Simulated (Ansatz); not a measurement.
Reaction (ligand exchange at the Si–O bond): `[SiH3][O][Sn][O][SiH3]` + `NCCO` → `OCCN[SiH3]` + `[OH][Sn][O][SiH3]`

Calculated with Ansatz (gas phase, PBE0-D4/def2-TZVP geometries, no zero-point term in ΔE). CBS: MP2 limit from def2 TZ/QZ plus the TZ coupled-cluster correction, frozen cores. This one scheme is used for every species. DFT in def2-TZVPP. def2 core potentials past Kr. For Sn outer-core shells are correlated without core-valence functions, which leaves a few kJ/mol of doubt a bond. One conformer a species, not always the lowest.

| species | ωB97X-V energy (Eh) |
| --- | --- |
| `[SiH3][O][Sn][O][SiH3]` | -947.40547 |
| `NCCO` | -210.41111 |
| `OCCN[SiH3]` | -501.08700 |
| `[OH][Sn][O][SiH3]` | -656.70767 |

Task: Work out ΔE.

Result: ΔE = (-501.08700) + (-656.70767) − (-947.40547) − (-210.41111) = 0.02191 Eh = +13.7 kcal/mol. CCSD(T)/CBS gives +14.4 kcal/mol.

Largest T1 diagnostic among the species: 0.016.

The D4 term adds +0.9 kcal/mol with B3LYP and +0.6 kcal/mol with PBE0; it sums over pairs of atoms, weighted by their polarisabilities, and B3LYP, whose exchange is more repulsive, gets the larger term. Leaving LDA and LC-ωPBE aside and taking each functional with its dispersion term where it has one, the values, not all of them listed here, spread over 5.2 kcal/mol, from revPBE-D4 to BHLYP-D4. LDA lies −0.8 kcal/mol from PBE without D4. From BLYP to BHLYP (50 % exact exchange), in def2-TZVPP and without D4, ΔE moves by +2.7 kcal/mol.

B3LYP here is the variant with VWN-RPA as its local correlation; programs differ in this.
